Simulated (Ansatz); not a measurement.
`C[SiH2]OC(F)(F)F` → `[CH2]` (triplet) + `FC(F)(F)O[SiH3]`  (formal loss of a carbene)

Calculated with Ansatz (gas phase, PBE0-D4/def2-TZVP geometries, no zero-point term in ΔE). CCSD(T)/CBS adds triple-zeta CCSD(T) − MP2 to the extrapolated MP2 energy (def2 sets, frozen cores). This one scheme is used for every species. Functionals use def2-TZVPP. HSE06 is defined as in plane-wave codes. Triplets are unrestricted, without spin–orbit coupling. Each species was taken in one conformer, which may not be the lowest.

```json
{"level": "LDA (SPW92)", "ΔE (kJ/mol)": "562.0", "difference from CCSD(T)/CBS": "73.6"}
{"level": "BLYP-D4", "ΔE (kJ/mol)": "479.8", "difference from CCSD(T)/CBS": "-8.6"}
{"level": "r2SCAN-D4", "ΔE (kJ/mol)": "469.6", "difference from CCSD(T)/CBS": "-18.8"}
{"level": "B97M-V", "ΔE (kJ/mol)": "493.3", "difference from CCSD(T)/CBS": "4.9"}
{"level": "HSE06-D4", "ΔE (kJ/mol)": "487.6", "difference from CCSD(T)/CBS": "-0.8"}
{"level": "LC-ωPBE", "ΔE (kJ/mol)": "478.7", "difference from CCSD(T)/CBS": "-9.7"}
{"level": "HF/def2-SVP", "ΔE (kJ/mol)": "339.5", "difference from CCSD(T)/CBS": "-148.9"}
{"level": "SCS-MP2/def2-TZVPP", "ΔE (kJ/mol)": "486.8", "difference from CCSD(T)/CBS": "-1.6"}
{"level": "MP2/CBS(def2)", "ΔE (kJ/mol)": "502.5", "difference from CCSD(T)/CBS": "14.1"}
{"level": "CCSD/CBS(def2)", "ΔE (kJ/mol)": "477.0", "difference from CCSD(T)/CBS": "-11.4"}
{"level": "CCSD(T)/CBS", "ΔE (kJ/mol)": "488.4", "difference from CCSD(T)/CBS": "0"}
```

Largest T1 diagnostic among the species: 0.012.

Leaving LDA and LC-ωPBE aside and taking each functional with its dispersion term where it has one, the values, not all of them listed here, spread over 33.1 kJ/mol, from r2SCAN0-D4 to ωB97X-V. LDA lies +72.9 kJ/mol from PBE without D4. In def2-TZVPP, CCSD(T) changes the Hartree–Fock value by +139.4 kJ/mol (the triples alone add +11.4 kJ/mol) and MP2 by +153.6 kJ/mol. The D4 term adds +10.2 kJ/mol with B3LYP and +5.6 kJ/mol with PBE0; it sums over pairs of atoms, weighted by their polarisabilities, and B3LYP, whose exchange is more repulsive, gets the larger term.

B3LYP here is the variant with VWN-RPA as its local correlation; programs differ in this.
